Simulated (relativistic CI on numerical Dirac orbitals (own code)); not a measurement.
Ta²⁺: what numerical and physical settings do to a radial Dirac CI calculation

Reference input:

```
atom Ta  Z=73  charge=2  electrons=71
nucleus A=181  rms_radius_fm=5.3507
hamiltonian dirac-coulomb  breit=on  qed=on  c_scale=1
orbitals kli  potential=per-configuration
slater_scale 1
correlation none
mixing on
grid step=0.0125 r_max=67.1
scf mixing=0.4 start=green max_iterations=150 tolerance=2e-08 node_fill=0.05
configurations
  [Xe] 4f14 5d3
end
```

Computed lowest total energy -15588.38445 Ha, first excitation 1747.0 cm⁻¹, 14 SCF steps. Runs with settings changed; * marks those that are bad on purpose (the QED terms keep the true α when c is scaled):

| Changed | Outcome | Lowest level | ΔE (Ha) | First excitation (cm⁻¹) | SCF steps | Message |
| --- | --- | --- | --- | --- | --- | --- |
| QED terms off, start potential bare, speed of light × 1.25 | converged | 5d³ ⁴F3/2 | 306 | 1106.1 | 23 |  |
| SCF mixing 0.2 | converged | 5d³ ⁴F3/2 | -5.24e-10 | 1747.0 | 14 |  |
| iteration limit 30, nuclear radius 6.9559 fm, grid step 0.006 | converged | 5d³ ⁴F3/2 | 1.24 | 1747.2 | 13 |  |
| iteration limit 20, end of the grid at 33.55 bohr | converged | 5d³ ⁴F3/2 | -3.64e-12 | 1747.0 | 14 |  |
| SCF tolerance 0.01 * | converged | 5d³ ⁴F3/2 | 0.00025 | 1750.6 | 8 |  |
| SCF mixing 1.3 * | converged | 5d³ ⁴F3/2 | 3.78e-10 | 1747.0 | 17 |  |

With so few configurations and no correlation, terms lie too far apart (by 10 to 50 % near neutrality), their order can be wrong, and levels of other configurations are missing.
